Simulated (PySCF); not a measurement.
Question: Give a PBE0-D3(BJ)/def2-SVP geometry of `N#CC[SiH3]`.

Answer: 
```xyz
9
C2H5NSi angstrom
N     -1.4047    1.6785    1.1930
C     -0.9940    0.6955    0.7389
C     -0.4441   -0.5129    0.1604
Si     1.3698   -0.3082   -0.3962
H     -1.0528   -0.8163   -0.7072
H     -0.4979   -1.3314    0.8970
H      1.4589    0.7902   -1.3990
H      1.7996   -1.5998   -1.0081
H      2.2200    0.0026    0.7872
```

Orientation and origin are arbitrary. Atoms count from 1 in this order. The 4 heavy atoms lie in one plane (0.001 Å rms). Si4 (SiH3 silicon) is tetrahedral (angles from 107.5° to 110.3°).

Bonds between heavy atoms (Å): N1≡C2 1.158, C2–C3 1.448, C3–Si4 1.908.

Theory: PBE0-D3(BJ)/def2-SVP geometry optimisation, gas phase in PySCF 2.14.0.

No PBE0-D3(BJ)/def2-SVP frequencies stand behind this structure, so it isn't proved a minimum.

Time: 11 s wall; peak memory 0.36 GiB. Hardware: one thread, Arm Neoverse V1 (aarch64), no GPU, shared host with 32 logical CPUs at a one-minute load of 24. That covers the optimisation of the geometry.
